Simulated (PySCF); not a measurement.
# How methods differ on the ionisation energy of Se²⁺

Se²⁺ [Ar] 3d10 4s2 4p2 (3P) → Se³⁺ [Ar] 3d10 4s2 4p1 (2P), as a difference of total energies. All numbers are calculated (PySCF 2.14, a scalar-relativistic core potential, in aug-cc-pVDZ-PP with ECP10MDF (5s4p3d, 32 functions)). Correlated levels: valence: 3s2 3p6 3d10 frozen. The calculations carry no spin-orbit coupling.

Order these methods by the ionisation energy they give, lowest first.
A. CCSD (valence)
B. PBE0
C. MP2 (valence)
D. UHF

D (30.974 eV), C (31.236 eV), A (31.268 eV), B (31.554 eV).

The reference lies between the lowest fine-structure levels, while these numbers refer to the centres of the terms.

Errors of the correlated levels include the incompleteness of this basis and the frozen core.

For comparison: 31.697 ± 0.019 eV (measured; NIST Atomic Spectra Database, ionization energies).
